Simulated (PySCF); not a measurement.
**Zn¹⁶⁺ (zinc, charge +16) across methods**

[Ne] 3s2 3p2, high-spin 3P determinant. Computed with PySCF 2.14 in an even-tempered Gaussian basis (19 s from 1.2 bohr⁻², ratio 2.5; 12 p from 1.6 bohr⁻², ratio 2.5; 5 d from 7.8 bohr⁻², ratio 2.7; 4 f from 12 bohr⁻², ratio 2.7), with the spin-free X2C one-electron Hamiltonian (Gaussian nucleus).

```tsv
method	E (hartree)	mean ε 3s α (eV)	mean ε 3s β (eV)	mean ε 3p α (eV)	Σ⟨r²⟩ (bohr²)	⟨S²⟩
LDA	-1661.990	-602.95	-595.59	-556.39	1.908	2.000
M06	-1665.197	-610.26	-599.71	-561.49	1.903	2.001
r2SCAN	-1665.111	-606.33	-595.84	-558.42	1.908	2.001
PBE	-1664.890	-603.74	-595.57	-556.92	1.906	2.001
PBE0	-1664.937	-610.07	-599.41	-561.83	1.907	2.001
r2SCANh	-1665.111	-608.57	-597.33	-560.21	1.908	2.001
UHF	-1664.51598	-627.85	-608.99	-575.41	1.910	2.002
```
